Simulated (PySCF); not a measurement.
## A small calculation by hand: oscillator strength and radiative lifetime

Te(Cl)(SH) (ClHSTe), SMILES S[Te]Cl.

The structure is a stationary point at B3LYP-D3(BJ)/def2-TZVP. The def2 effective core potentials stand for the cores of Te; spin–orbit coupling is left out. The values are those of a single conformer.

TDA-M06-2X/def2-SVPD run with PySCF puts the first singlet state with f over 0.02 at 5.15 eV (vertical), with the transition dipole (-0.397, -0.201, 0.141) in atomic units.

**Question.** Find the oscillator strength, the wavelength and the radiative lifetime that this transition would have in vacuum if emission retraced absorption.

**Answer.** 
|μ|² = 0.2179 au, so |μ| = 1.19 D. ΔE = 5.15/27.211 = 0.1893 hartree. f = (2/3) ΔE |μ|² = 0.027 (the program prints 0.027).
λ = 1239.84/5.15 = 241 nm; ν = 41538 cm⁻¹.
Einstein's coefficient A = 0.6670 ν² f s⁻¹ (ν in cm⁻¹) = 3.2e7 s⁻¹, so τ = 1/A = 32 ns. This state is S5; the lower singlets have f = 0.000, 0.001, 0.009, 0.014. The figure is the radiative limit of this one transition; relaxation, internal conversion, crossing to triplets and a medium change what is measured.
